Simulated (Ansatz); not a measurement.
Sn2O. The state is a singlet with charge 0. Geometry PBE-D4/def2-TZVP.

```
atom    x (Å)    y (Å)    z (Å)
 Sn1  -1.6016  -0.9073   0.7401
 Sn2   1.6016   0.9072  -0.7402
  O3  -0.0001   0.0001   0.0001
```

In the def2 sets Sn takes a core potential; there is no spin–orbit coupling. HSE06 is defined as in plane-wave codes, on full-range PBE exchange. The restricted singlet is unstable towards broken spin symmetry in Hartree–Fock (as tested in another run); at PBE-D4/def2-TZVP, r2SCAN-D4/def2-TZVP, PBE0-D4/def2-TZVP, r2SCAN0-D4/def2-TZVP and others this wasn't settled. At PBE-D4/def2-TZVP, r2SCAN-D4/def2-TZVP an occupied level lies above an empty one. Another isomer (singlet) lies 1.22 eV lower at PBE0-D4/def2-TZVP; other spin states weren't run for this one.

(1) Estimate the orbital energies around the gap (eV) in Ansatz with PBE-D4/def2-TZVP, r2SCAN-D4/def2-TZVP, PBE0-D4/def2-TZVP, r2SCAN0-D4/def2-TZVP, HSE06-D4/def2-TZVP.

Answers

(1) 
```tsv
orbital	PBE-D4/def2-TZVP	r2SCAN-D4/def2-TZVP	PBE0-D4/def2-TZVP	r2SCAN0-D4/def2-TZVP	HSE06-D4/def2-TZVP
HOMO−9	-25.14	-25.89	-28.00	-28.54	-27.59
HOMO−8	-25.08	-25.83	-27.92	-28.46	-27.51
HOMO−7	-25.06	-25.81	-27.91	-28.45	-27.50
HOMO−6	-22.04	-23.21	-24.89	-25.68	-24.47
HOMO−5	-12.07	-12.42	-13.62	-13.88	-13.20
HOMO−4	-9.41	-9.69	-10.47	-10.69	-10.06
HOMO−3	-7.67	-7.99	-9.10	-9.35	-8.69
HOMO−2	-7.50	-7.84	-8.99	-9.24	-8.57
HOMO−1	-7.14	-7.43	-8.19	-8.41	-7.80
HOMO	-3.05	-3.16	-3.56	-3.63	-3.23
LUMO	-3.34	-3.23	-2.60	-2.56	-2.97
LUMO+1	-2.81	-2.68	-2.19	-2.23	-2.51
LUMO+2	-2.57	-2.62	-2.07	-2.01	-2.44
LUMO+3	-1.41	-1.11	-0.70	-0.52	-1.05
LUMO+4	0.22	0.76	0.89	1.26	0.54
LUMO+5	2.36	3.10	2.98	3.42	2.66
```
